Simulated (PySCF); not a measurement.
Several orderings of computed values.

Species are written as SMILES; each is one conformer at its optimised geometry, gas phase, non-relativistic unless stated; the electronic structure was computed with PySCF and density fitting.

Dipoles, sizes and rotational constants follow the conformer. The torsions of the flexible species, by atom-mapped SMILES:
- `[F:1][CH:2]([F:3])[C@@H:4]1[CH2:5][CH2:6][SiH2:7]1`: F1–C2–C4–C5 176°
- `[CH2:1]=[C:2]([SiH3:3])[CH2:4][CH:5]([F:6])[F:7]`: C1–C2–C4–C5 121°, C2–C4–C5–F6 62°
- `[BH2:1][BH:2][S:3][CH3:4]`: B1–B2–S3–C4 0°
- `[CH3:1][NH:2][BH:3][PH2:4]`: C1–N2–B3–P4 174°, H–P4–B3–N2 133°, H–P4–B3–N2 36°

The conformers of `F[C@@H]1CC[C@@H](F)[SiH2]1` aren't listed.

Question: Rank by HOMO energy, highest first (CAM-B3LYP/def2-SVPD at PBE0-D3(BJ)/def2-SVP geometries).
A. `FC(F)[C@@H]1CC[SiH2]1` (C4H8F2Si)
B. `C=C([SiH3])CC(F)F` (C4H8F2Si)
C. `BBSC` (CH6B2S)
D. `F[C@@H]1CC[C@@H](F)[SiH2]1` (C4H8F2Si)

Answer: C (-9.01 eV), B (-9.30 eV), D (-9.50 eV), A (-9.72 eV).

Question: By how much do the two ends of that ranking differ?

Answer: By 0.71 eV, between `BBSC` (CH6B2S) and `FC(F)[C@@H]1CC[SiH2]1`.

Question: Rank by vertical ionisation energy, highest first (ΔSCF CAM-B3LYP/def2-SVPD at PBE0-D3(BJ)/def2-SVP geometries).
A. `FC(F)[C@@H]1CC[SiH2]1` (C4H8F2Si)
B. `BBSC` (CH6B2S)
C. `F[C@@H]1CC[C@@H](F)[SiH2]1` (C4H8F2Si)
D. `C(=C)(CC(F)F)[SiH3]` (C4H8F2Si)

Answer: A (10.50 eV), C (10.30 eV), D (10.06 eV), B (9.90 eV).

Question: By how much do the two ends of that ranking differ?

Answer: By 0.60 eV, between `FC(F)[C@@H]1CC[SiH2]1` and `BBSC` (CH6B2S).

Question: Rank by smallest rotational constant, lowest first (PBE0-D3(BJ)/def2-SVP).
A. `FC(F)[C@@H]1CC[SiH2]1` (C4H8F2Si)
B. `C=C([SiH3])CC(F)F` (C4H8F2Si)
C. `BBSC` (CH6B2S)
D. `CNBP` (CH7BNP)

Answer: B (1.034 GHz), A (1.108 GHz), D (2.101 GHz), C (3.115 GHz).

Question: Give the two extremes of that set in cm⁻¹.

Answer: `C=C([SiH3])CC(F)F`: 0.0345 cm⁻¹; `BBSC` (CH6B2S): 0.1039 cm⁻¹.
